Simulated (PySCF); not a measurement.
## Electron correlation in Xe⁴³⁺ (xenon, charge +43)

[Ne] 3s1, 2S determinant. Calculation: PySCF 2.14, in an even-tempered Gaussian basis (16 s from 8.4 bohr⁻², ratio 2.5; 10 p from 11 bohr⁻², ratio 2.5; 4 d from 40 bohr⁻², ratio 2.7; 4 f from 60 bohr⁻², ratio 2.7); the non-relativistic Hamiltonian (point nucleus). Frozen: 1s2; 9 electrons correlated; the 17 highest virtual orbitals of each spin left out.

```tsv
level	correlation energy (mhartree)
CCSD	-319.18
(T)	-0.09
CCSD(T)	-319.27
```

Diagnostics: T1 = 7.1e-05, D1 = 0.0003, largest double amplitude 0.002.

Question: Is a single reference adequate?

Answer: Yes, within this model without spin-orbit coupling: T1 lies below 0.03 and no double amplitude reaches 0.07.

At this charge a non-relativistic calculation is a model, useful for the Z dependence of the correlation energy.
